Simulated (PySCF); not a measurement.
# Relaxation of triplet OsH₆

Level of theory: PySCF, UPBE0, basis Os def2-TZVP with ECP60, H def2-TZVP (scalar-relativistic core potentials, no spin–orbit coupling, density fitting). A (50,194) grid was used.

A start at or just off a symmetric point, pushed along the force that breaks its symmetry, of C2v symmetry, free to break it:

Coordinates in bohr (charge 0 multiplicity 3):
```
Os   -0.0042    0.0000    0.0000
H     2.4245    0.0000    1.9729
H    -1.0130    2.1443    2.0416
H    -1.0131   -2.1443    2.0416
H     2.4245    0.0000   -1.9729
H    -1.0130    2.1443   -2.0416
H    -1.0131   -2.1443   -2.0416
```

What does it relax to?

It ends at C2v with Os–H 1.643 Å (×2), Os–H 1.647 Å (×4); H–Os–H 61.3° (×4), H–Os–H 69.1° (×2), H–Os–H 99.6° (×2), H–Os–H 128.6° (×4), H–Os–H 144.1° (×2), H–Os–H 153.0° (after a last refinement on a finer grid). A frequency run shows 2 imaginary modes, down to 384i cm⁻¹, so it is a higher-order saddle point. Other isomers or separated fragments may lie lower.

How much energy is released, and in how many steps?

124.0 kJ/mol in 13 steps.

Open d and f shells are described by one determinant, and the ground state may have another occupation or spin. At this level a singlet minimum of Cs symmetry lies 101 kJ/mol below this structure. With an element this heavy the missing spin–orbit coupling can shift these numbers.

The relaxation took roughly 4 core-minutes on a shared host.
